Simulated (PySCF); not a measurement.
# Partial charges of AlCl2(iBu)

Compound: AlCl2(iBu), C4H9AlCl2.
Z-matrix (Å and degrees, PBE0-D3(BJ)/def2-SVP geometry), rows numbered from 1:
```
Al
Cl  1  2.1042
Cl  1  2.1042  2  115.23
C   1  1.9488  2  121.63  3  -179.18
C   4  1.5386  1  113.09  2   -93.23
C   5  1.5245  4  111.30  1    58.39
C   5  1.5240  4  111.56  1   -66.13
H   4  1.1040  1  108.97  2   143.73
H   4  1.1042  1  107.38  2    28.51
H   5  1.1058  4  107.70  1   176.05
H   6  1.1070  5  111.13  4   -64.32
H   6  1.1009  5  111.64  4   176.46
H   6  1.1006  5  111.79  4    55.21
H   7  1.1053  5  111.29  4    62.80
H   7  1.1008  5  111.64  4   -56.76
H   7  1.1010  5  111.41  4  -177.51
```

Density: PBE0/pcSseg-1 (pcSseg-2 on Al) (PySCF); schemes: Mulliken, IAO, Hirshfeld and ESP-fitted. Isolated species at its PBE0-D3(BJ)/def2-SVP geometry (one conformer only).

Question: Do the Mulliken, IAO, Hirshfeld and ESP-fitted schemes agree on where the charge is lowest?

Answer: The schemes don't all agree: Mulliken C4 (-0.467); IAO C4 (-0.625); Hirshfeld C4 (-0.207); ESP-fitted C7 (-0.547).

Question: For which atoms does the sign change between the 4 schemes (beyond +0.03 e in one, beyond −0.03 e in another)?

Answer: C5. Atomic charges aren't observables, and each scheme defines them in its own way.

Question: At which atom do the 4 schemes differ most?

Answer: At C5: from -0.377 (Mulliken) to +0.395 e (ESP-fitted), 0.772 e apart.

Question: What partial charge does each atom carry?

Answer: In e:

```tsv
atom	environment	Mulliken	IAO	Hirshfeld	ESP-fitted
Al1	aluminium bonded to C and 2 Cl	+0.794	+0.962	+0.512	+0.727
Cl2	chlorine bonded to Al	-0.318	-0.352	-0.206	-0.309
Cl3	chlorine bonded to Al	-0.315	-0.350	-0.204	-0.306
C4	carbon bonded to Al, C and 2 H	-0.467	-0.625	-0.207	-0.372
C5	carbon bonded to 3 C and H	-0.377	-0.077	-0.018	+0.395
C6	carbon bonded to C and 3 H	-0.238	-0.402	-0.112	-0.508
C7	carbon bonded to C and 3 H	-0.231	-0.404	-0.113	-0.547
H8	hydrogen on C4	+0.150	+0.151	+0.037	+0.074
H9	hydrogen on C4	+0.151	+0.152	+0.037	+0.069
H10	hydrogen on C5	+0.130	+0.133	+0.038	-0.007
H11	hydrogen on C6	+0.107	+0.122	+0.031	+0.127
H12	hydrogen on C6	+0.126	+0.142	+0.045	+0.140
H13	hydrogen on C6	+0.130	+0.141	+0.044	+0.115
H14	hydrogen on C7	+0.110	+0.126	+0.029	+0.129
H15	hydrogen on C7	+0.126	+0.140	+0.043	+0.124
H16	hydrogen on C7	+0.123	+0.140	+0.044	+0.151
```

Mean size of the charges over all atoms: IAO 0.276 e, ESP-fitted 0.256 e, Mulliken 0.243 e, Hirshfeld 0.107 e. Each set sums to the total charge, 0, to within 0.001 e. The Hirshfeld scheme weights the molecular density at each point by an atom's share of the summed free-atom densities.

Question: How many electrons does the ESP-fitted scheme count on Cl3?

Answer: Z − q = 17 − (-0.306) = 17.306.

Question: Sum the charges by element, for elements with more than one atom.

Answer: 
```csv
element,atoms,Mulliken,IAO,Hirshfeld,ESP-fitted
Cl,2,-0.633,-0.702,-0.410,-0.616
C,4,-1.314,-1.508,-0.450,-1.032
H,9,+1.152,+1.248,+0.348,+0.921
```

The run behind these numbers computed NMR shieldings as well. The run took 91 s of wall time (with the writing of density and orbital grids) on one thread of an Intel Xeon at 2.50 GHz, shared host, and the process peaked at 1.1 GiB of memory.
